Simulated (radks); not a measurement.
Values are calculated unless marked as measured or tabulated.
Problem. Neutral palladium, configuration [Kr] 4d10. Code: a radial shooting solver on a logarithmic mesh with Libxc functionals. Model: scalar-relativistic Kohn-Sham, LDA (Slater exchange, VWN5 correlation), spin-polarised, spherical densities, finite nucleus; Fermi nuclear charge, rms radius 4.5318 fm. Some entries of the table are withheld. Estimate them.

| orbital | occ. | eigenvalue (eV) | r(max) (bohr) |
|---|---|---|---|
| 1s | 2 | -24134.64 | 0.02068 |
| 2s | 2 | (1) | 0.1169 |
| 2p | 6 | -3162.245 | 0.09341 |
| 3s | 2 | -634.9368 | 0.3422 |
| 3p | 6 | -515.8121 | 0.3352 |
| 3d | 10 | -325.9465 | 0.2819 |
| 4s | 2 | -85.4325 | 0.8500 |
| 4p | 6 | (2) | 0.9086 |
| 4d | 10 | (3) | 1.100 |

Solution. 
(1) 2s eigenvalue (eV): -3524.596
(2) 4p eigenvalue (eV): -51.3630
(3) 4d eigenvalue (eV): -4.3102
